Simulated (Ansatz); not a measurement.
Consider the ligand exchange at a Ge–C bond: `[F][GeH2][CH2][GeH3]` + HI → `[F][GeH2][I]` + `[CH3][GeH3]`.

Isolated molecules relaxed with PBE0-D4/def2-TZVP in Ansatz; ΔE leaves out vibrations. CCSD(T)/CBS is the MP2 limit (def2-TZVPP, def2-QZVPP) plus CCSD(T) − MP2 in def2-TZVPP, frozen cores. Functionals use def2-TZVPP. B3LYP here is the variant with VWN-RPA as its local correlation; programs differ in this. Elements past krypton have def2 core potentials. For Ge, I outer-core shells are correlated without core-valence functions, which leaves a few kJ/mol of doubt a bond. Scalar relativity is left out up to krypton. One conformer a species, not always the lowest.

`[F][GeH2][CH2][GeH3]`:

Z-matrix (Å, degrees):
```
Ge
C 1 1.935
F 1 1.748 2 107.1
H 1 1.537 2 112.9 3 115.8
H 1 1.537 2 112.9 3 -115.8
Ge 2 1.960 1 114.2 3 -179.7
H 2 1.092 1 108.5 3 58.8
H 2 1.092 1 108.4 3 -58.2
H 6 1.538 2 109.8 1 60.1
H 6 1.538 2 109.9 1 -59.5
H 6 1.537 2 109.9 1 -179.7
```

HI:

```xyz
2

I    -0.773   -0.224   -0.019
H     0.773    0.224    0.019
```

`[F][GeH2][I]`:

```xyz
5

F    -1.074   -0.057    1.343
Ge   -0.159    0.007   -0.128
I     2.251   -0.033    0.503
H    -0.503    1.338   -0.799
H    -0.514   -1.255   -0.919
```

`[CH3][GeH3]`:

```xyz
8

C    -0.188    0.187   -1.001
Ge    0.166   -0.165    0.886
H     0.385   -0.498   -1.628
H    -1.248    0.054   -1.219
H     0.094    1.209   -1.255
H    -0.226   -1.610    1.246
H    -0.645    0.796    1.773
H     1.661    0.027    1.198
```

| level | ΔE (kcal/mol) | difference from CCSD(T)/CBS |
| --- | --- | --- |
| B3LYP-D4 | -21.7 | -2.2 |
| ωB97X-V | -20.5 | -1.0 |
| ωB97M-V | -20.6 | -1.1 |
| r2SCAN | -22.0 | -2.5 |
| HF/def2-TZVPP | -23.3 | -3.8 |
| MP2/def2-TZVPP | -19.6 | -0.1 |
| HF/def2-QZVPP | -23.5 | -4.0 |
| HF/CBS(def2) | -23.6 | -4.1 |
| MP2/CBS(def2) | -20.7 | -1.2 |
| CCSD/CBS(def2) | -19.7 | -0.2 |
| CCSD(T)/CBS | -19.5 | 0 |

Largest T1 diagnostic among the species: 0.011.

The D4 term adds +0.8 kcal/mol with B3LYP and +0.5 kcal/mol with PBE0; it sums over pairs of atoms, weighted by their polarisabilities, and B3LYP, whose exchange is more repulsive, gets the larger term. In def2-TZVPP, CCSD(T) changes the Hartree–Fock value by +5.0 kcal/mol (the triples alone add +0.2 kcal/mol) and MP2 by +3.8 kcal/mol.
